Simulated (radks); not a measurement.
Trend from La3+ to Lu3+: ionisation energy by Delta-SCF between NIST ground configurations, and size. All-electron calculation, Dirac Kohn-Sham, BLYP, spin-unpolarised, spherical densities, point nucleus; open shells fill j = l - 1/2 first. Program: a radial shooting solver on a logarithmic mesh with Libxc functionals.

| species | configuration | configuration of the ion | IE (eV) | NIST (eV) | kind | -e(HOMO) (eV) | r at 0.001 e/bohr^3 (bohr) |
|---|---|---|---|---|---|---|---|
| La3+ | [Xe] | [Kr] 4d10 5s2 5p5 | 49.719 | 50.0 | semi-emp. | 43.683 (5p3/2) | 3.52 |
| Ce3+ | [Xe] 4f1 | [Xe] | 37.706 | 36.91 | semi-emp. | 28.615 (4f5/2) | 3.48 |
| Pr3+ | [Xe] 4f2 | [Xe] 4f1 | 38.950 | 38.98 | semi-emp. | 29.757 (4f5/2) | 3.44 |
| Nd3+ | [Xe] 4f3 | [Xe] 4f2 | 40.053 | 40.60 | semi-emp. | 30.748 (4f5/2) | 3.40 |
| Pm3+ | [Xe] 4f4 | [Xe] 4f3 | 41.036 | 41.2 | semi-emp. | 31.618 (4f5/2) | 3.36 |
| Sm3+ | [Xe] 4f5 | [Xe] 4f4 | 41.916 | 41.6 | semi-emp. | 32.383 (4f5/2) | 3.33 |
| Eu3+ | [Xe] 4f6 | [Xe] 4f5 | 42.705 | 42.9 | semi-emp. | 33.059 (4f5/2) | 3.30 |
| Gd3+ | [Xe] 4f7 | [Xe] 4f6 | 42.655 | 44.4 | semi-emp. | 32.959 (4f7/2) | 3.26 |
| Tb3+ | [Xe] 4f8 | [Xe] 4f7 | 43.268 | 39.33 | semi-emp. | 33.464 (4f7/2) | 3.23 |
| Dy3+ | [Xe] 4f9 | [Xe] 4f8 | 43.813 | 41.2 | semi-emp. | 33.904 (4f7/2) | 3.20 |
| Ho3+ | [Xe] 4f10 | [Xe] 4f9 | 44.297 | 42.5 | semi-emp. | 34.285 (4f7/2) | 3.18 |
| Er3+ | [Xe] 4f11 | [Xe] 4f10 | 44.723 | 42.42 | semi-emp. | 34.611 (4f7/2) | 3.15 |
| Tm3+ | [Xe] 4f12 | [Xe] 4f11 | 45.096 | 42.41 | semi-emp. | 34.887 (4f7/2) | 3.12 |
| Yb3+ | [Xe] 4f13 | [Xe] 4f12 | 45.420 | 43.61 | semi-emp. | 35.117 (4f7/2) | 3.10 |
| Lu3+ | [Xe] 4f14 | [Xe] 4f13 | 45.697 | 45.25 | semi-emp. | 35.302 (4f7/2) | 3.07 |

Reference values: NIST Atomic Spectra Database (exp. = measured, semi-emp. = semi-empirical, theory = theoretical value adopted there). Spin polarisation and multiplet splitting are left out, so open shells lie too high by an amount that depends on their filling.

Beside tabulated values, note that spin-unpolarised runs miss the spin-polarisation part of the exchange energy of open shells. No tabulated value is given for the 4+ ions of Nd, Pm and Eu to Yb, where it belongs to another shell than the one emptied here.
